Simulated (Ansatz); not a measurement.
Nb(NH)(F)(NH2)2 (FH₅N₃Nb), SMILES [NH]=[Nb]([NH2])([NH2])[F], multiplicity 1.

The structure is a stationary point at B3LYP-D3(BJ)/def2-SVP. The spin state was assumed, not searched. The structure was generated by enumeration; whether it is a known compound was not checked. The def2 effective core potentials stand for the cores of Nb; spin–orbit coupling is left out. The values are those of a single conformer.

Two levels are set side by side: PBE/def2-SVPD (Ansatz, an electronic-structure program) and PBE0/def2-SVPD (Ansatz). Energy differences of separate SCF runs at the same geometry; the states with an electron removed or added have multiplicity 2 and 2. Differences are taken from unrounded values.

```csv
quantity,PBE0,PBE,PBE minus PBE0
vertical ionisation energy (eV),9.31,9.02,-0.29
vertical singlet–triplet gap (eV),4.45,4.60,0.15
```
